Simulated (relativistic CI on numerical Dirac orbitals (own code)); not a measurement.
**Sensitivity of the levels of Sm XLVI to α and to the nuclear radius**

These numbers are calculated, not measured: Dirac-Coulomb-Breit CI, orbitals from a KLI potential per configuration, derivatives by finite differences, unscaled Slater integrals, QED left out (own radial code, finite nucleus).

Configuration list (outside the closed core [Ne]): 3s2 3p5, 3s 3p6, 3s2 3p4 3d, 3s 3p5 3d, 3p6 3d, 3s 3p4 3d2, 3p5 3d2, 3p4 3d3. Double excitations out of closed p, d and f shells are left out; levels of such configurations are missing from the list, as are those of other unlisted configurations, and high levels can miss mixing partners.

With x = (α/α₀)² − 1 an excitation energy changes as ω = ω₀ + qx; K = 2q/ω₀ is the relative enhancement. Terms are leading LS components, so labels can repeat. The field-shift factor is F = δν/δ⟨r²⟩ for the transition from the lowest level.

Lowest level 3s2 3p5 2P°_3/2.

```
            Level  ω₀ (cm⁻¹)   q (cm⁻¹)       K  F (GHz/fm²)
  3s2 3p5 2P°_1/2    1205709  1.378e+06    2.29        -87.3
3s2 3p4 3d 4D_3/2    1481383      69630   0.094         2.14
3s2 3p4 3d 4D_5/2    1512924      86540   0.114         2.82
3s2 3p4 3d 4P_1/2    1519688      89940   0.118          -22
3s2 3p4 3d 2F_7/2    1550163      66600  0.0859         3.78
3s2 3p4 3d 2D_3/2    1676075      89120   0.106         1.08
3s2 3p4 3d 2F_7/2    1768386     343700   0.389         6.59
3s2 3p4 3d 4F_9/2    1789535     337000   0.377          8.9
3s2 3p4 3d 2P_1/2    1802797     426300   0.473         -134
3s2 3p4 3d 2D_5/2    1974841     357000   0.362         4.08
3s2 3p4 3d 2D_3/2    2018980     381300   0.378         4.23
3s2 3p4 3d 2D_5/2    2047991     393000   0.384     -0.00523
    3s 3p6 2S_1/2    2383252  1.469e+06    1.23        -1550
```

At this charge energies of transitions that change n are usually good to better than 1 %, and those within a shell (Δn = 0) to a few per cent.
